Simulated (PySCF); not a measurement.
## Excitation energy of Ru⁺ by level of theory

Ru⁺ [Kr] 4d7 (4F) → Ru⁺ [Kr] 4d6 5s1, s spin flipped, as a difference of total energies. Calculation: PySCF 2.14, in aug-cc-pVTZ-PP with ECP28MDF (6s6p5d3f2g, 88 functions); a scalar-relativistic core potential. Correlated levels: valence: 4s2 4p6 frozen. The calculations carry no spin-orbit coupling.

| method | excitation energy (eV) |
| --- | --- |
| UHF | 1.582 |
| MP2 (valence) | 2.070 |
| SCS-MP2 (valence) | 2.139 |

Q: How much does correlation contribute at MP2 (valence)?

A: 2.070 − (1.582) = 0.488 eV, measured against UHF.

The upper determinant mixes two multiplicities, so it lies between the two terms.

The coupled-cluster amplitudes are large for the upper state (T1 above 0.03 or a double amplitude above 0.15), so a single reference is strained.
